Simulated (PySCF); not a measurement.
This PySCF input asks for the NMR shieldings of SMILES [H]B([H])OCC, C₂H₇BO; the geometry comes from PBE0-D3(BJ)/def2-SVP.

```python
import basis_set_exchange as bse
import numpy as np
from pyscf import gto, dft
from pyscf.prop import nmr

atoms = """
B     0.888750    1.482481   -0.937035
H     1.995741    1.150165   -0.559501
H     0.711614    2.279243   -1.828716
O    -0.203065    0.965698   -0.360861
C    -0.153601    0.009358    0.680729
C    -0.709419   -1.314636    0.210611
H     0.885855   -0.099538    1.037337
H    -0.756195    0.404626    1.514745
H    -0.765476   -2.026489    1.047786
H    -1.721522   -1.182937   -0.200068
H    -0.074631   -1.753461   -0.574128
"""
names = dict.fromkeys(["B", "H", "O", "C"], "pcSseg-1")
basis = {el: gto.basis.parse(bse.get_basis(n, elements=[el], fmt="nwchem")) for el, n in names.items()}
mol = gto.M(atom=atoms, basis=basis, charge=0, verbose=0)
mf = dft.RKS(mol, xc="HYB_GGA_XC_WB97X_D")
mf.grids.level = 2
mf.grids.alignment = dft.numint.BLKSIZE   # the property module wants whole blocks of grid points
mf.conv_tol = 1e-9
mf.kernel()

calc = nmr.RKS(mf)   # GIAO
C = mf.mo_coeff
Co = C[:, mf.mo_occ > 0]
resp = mf.gen_response(singlet=True, hermi=2)
def vind(x):   # induced exchange potential for any number of trial vectors
    d = np.einsum("pi,xij,qj->xpq", C, 2 * x.reshape(-1, C.shape[1], Co.shape[1]), Co, optimize=True)
    return np.einsum("xpq,pi,qj->xij", resp(d - d.transpose(0, 2, 1)), C, Co, optimize=True).ravel()
mo1, _ = nmr.rhf.solve_mo1(calc, with_cphf=vind)
sigma = calc.kernel(mo1)
for i, s in enumerate(sigma):   # ppm
    print("%2d %-2s %9.2f" % (i, mol.atom_pure_symbol(i), np.trace(s) / 3))
```

Task: What does it print?

Result: 
```
 0 B      56.36
 1 H      26.36
 2 H      26.50
 3 O     103.25
 4 C     111.69
 5 C     164.24
 6 H      27.51
 7 H      27.12
 8 H      30.35
 9 H      29.70
10 H      30.16
```

These numbers come from an equivalent density-fitted implementation of the same equations, which agrees with the script to about 0.01 ppm for H and up to a few tenths of a ppm for heavy atoms, so last digits may differ.

Task: Turn these shieldings into chemical shifts. Shifts are taken against calculated references (same method and geometry level): 11B (101.61 ppm) vs BF3·OEt2; 1H (31.38 ppm), 13C (184.54 ppm) vs TMS; 17O (333.19 ppm) vs H2O.

Result: Averaging equivalent atoms: B 0: 45.2; H 1/2: 4.95; H 6/7: 4.07; H 8/9/10: 1.31; O 3: 229.9; C 4: 72.8; C 5: 20.3 ppm. Experimental scales use liquid or dissolved standards, which lie at an offset from isolated H2O (liquid H2O: subtract about 36 ppm).

Size and cost of the density-fitted run: 103 basis functions, 5.6 s wall time on 1 thread of an Arm Neoverse V2, shared host; peak memory 0.49 GiB.
